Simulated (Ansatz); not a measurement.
`[OH][Hf]([OH])([SeH])[SeH]` at its PBE0-D4/def2-TZVP geometry, where that method's forces vanish. The species carries charge 0 and has multiplicity 1. Hf: def2 effective core potential.

```json
{"atom": "O1", "x (Å)": "0.3268", "y (Å)": "1.9419", "z (Å)": "-0.3678"}
{"atom": "Hf2", "x (Å)": "-0.0467", "y (Å)": "0.1409", "z (Å)": "0.1079"}
{"atom": "O3", "x (Å)": "-0.9292", "y (Å)": "-0.1114", "z (Å)": "1.7712"}
{"atom": "Se4", "x (Å)": "-1.4871", "y (Å)": "-0.7329", "z (Å)": "-1.8654"}
{"atom": "Se5", "x (Å)": "2.1362", "y (Å)": "-1.2404", "z (Å)": "0.3513"}
{"atom": "H6", "x (Å)": "0.5325", "y (Å)": "2.8712", "z (Å)": "-0.3951"}
{"atom": "H7", "x (Å)": "-1.4587", "y (Å)": "-0.0491", "z (Å)": "2.5602"}
{"atom": "H8", "x (Å)": "-1.6273", "y (Å)": "-2.0248", "z (Å)": "-1.1734"}
{"atom": "H9", "x (Å)": "2.5534", "y (Å)": "-0.7955", "z (Å)": "-0.9888"}
```

Q: For each bond, give half the difference of the two atoms' forces along it (eV/Å; positive pushes the atoms apart) under PBE-D4, r2SCAN-D4, B3LYP-D4, ωB97M-V in def2-TZVPP. (Best estimate.)

A: Ansatz gave: 
```csv
bond,length (Å),PBE-D4,r2SCAN-D4,B3LYP-D4,ωB97M-V
O1–Hf2,1.900,-0.02,0.08,0.14,0.10
O1–H6,0.952,0.32,-0.02,-0.09,-0.07
Hf2–O3,1.900,-0.02,0.09,0.15,0.10
Hf2–Se4,2.595,0.02,0.00,0.06,-0.03
Hf2–Se5,2.595,0.02,0.00,0.07,-0.03
O3–H7,0.952,0.32,-0.02,-0.09,-0.08
Se4–H8,1.472,0.25,-0.01,0.05,-0.09
Se5–H9,1.472,0.25,-0.02,0.05,-0.09
```

B3LYP here is the variant with VWN-RPA as its local correlation; programs differ in this.
